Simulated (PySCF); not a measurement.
C3Si, SMILES [C]1[c+]2[si-2][c+]21 (connectivity only; charge and spin as stated), neutral, multiplicity 1.

Geometry: r2SCAN-D4/def2-TZVP.

Method: PBE/def2-TZVPD (PySCF).

Isolated molecule, no solvent.

```
Quantity                                                                                                       Result
---------------------------------------------------------------------------------------------  ----------------------
total energy                                                                                       -403.31948 hartree
point group                                                                                                       C2v
highest occupied level                                                                                       -5.62 eV
lowest empty level                                                                                           -4.82 eV
orbital gap                                                                                                   0.80 eV
dipole moment                                                                                                  3.96 D
quadrupole, principal values (traceless, Buckingham form, about the centre of nuclear charge)  -5.73, -1.63, 7.36 D·Å
mean static polarisability                                                                       55.9 bohr³ (8.29 Å³)
polarisability, principal values                                                               44.4, 50.2, 73.2 bohr³
```
